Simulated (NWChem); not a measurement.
# CH4F2OSi; SMILES O[Si@@H](F)CF

```xyz
9

O      1.6325     0.5817     0.0019
Si     0.0496     0.4440     0.4282
F     -0.8382     1.6157    -0.2678
C     -0.7420    -1.1536    -0.1877
F     -0.0583    -2.2449     0.3086
H      1.8903     0.3807    -0.9022
H     -0.0034     0.6060     1.8965
H     -1.8000    -1.2098     0.1279
H     -0.7429    -1.1931    -1.2933
```
Atoms are numbered in this order, from 1.

Computed with NWChem. Pople sets run with spherical d functions. STO-3G and 3-21G are far too small for this property and stand as cheap habits. Geometry: optimised at PBE0/def2-SVP. GIAO values for the isolated, static molecule; σ is the absolute isotropic shielding, δ = σ(reference) − σ with the isolated reference molecule computed at the same levels (19F: trichlorofluoromethane, 1H: tetramethylsilane, 17O: water, 29Si: tetramethylsilane).

| level | δ O1 (ppm) | δ Si2 (ppm) | δ F5 (ppm) | δ H6 (ppm) | δ H7 (ppm) | δ H8 (ppm) | δ H9 (ppm) |
|---|---|---|---|---|---|---|---|
| Hartree-Fock/STO-3G | -83.3 | -9.2 | -111.6 | -2.83 | 2.80 | 1.69 | 1.46 |
| PBE/pcSseg-1 | 66.4 | -16.9 | -326.5 | 2.05 | 5.02 | 4.48 | 4.33 |
| BHandHLYP/pcSseg-1 | 49.6 | -24.0 | -288.1 | 2.30 | 4.61 | 4.25 | 4.15 |
| Hartree-Fock/6-31G* | ___ | ___ | ___ | 2.29 | 5.04 | ___ | ___ |

Question: Fill in the missing entries.

Answer: 
- Hartree-Fock/6-31G*, δ O1 (ppm): 26.9
- Hartree-Fock/6-31G*, δ Si2 (ppm): -18.6
- Hartree-Fock/6-31G*, δ F5 (ppm): -240.5
- Hartree-Fock/6-31G*, δ H8 (ppm): 4.13
- Hartree-Fock/6-31G*, δ H9 (ppm): 4.01
